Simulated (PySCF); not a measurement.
ZnCl2, SMILES [Cl][Zn][Cl]. Geometry optimised at B3LYP-D3(BJ)/def2-TZVP. The isomer is the one that the SMILES or the coordinates give; other isomers of the formula were not compared.

Computed equilibrium geometry at B3LYP-D3(BJ)/def2-TZVP (PySCF confirms it by a frequency run) as bond lengths and angles, and its point group:
point group D∞h.
Atoms: Zn1 Cl2 Cl3. Bonds (Å): Zn1–Cl2 2.098, Zn1–Cl3 2.098. Angles (°): Cl2–Zn1–Cl3 180.0.
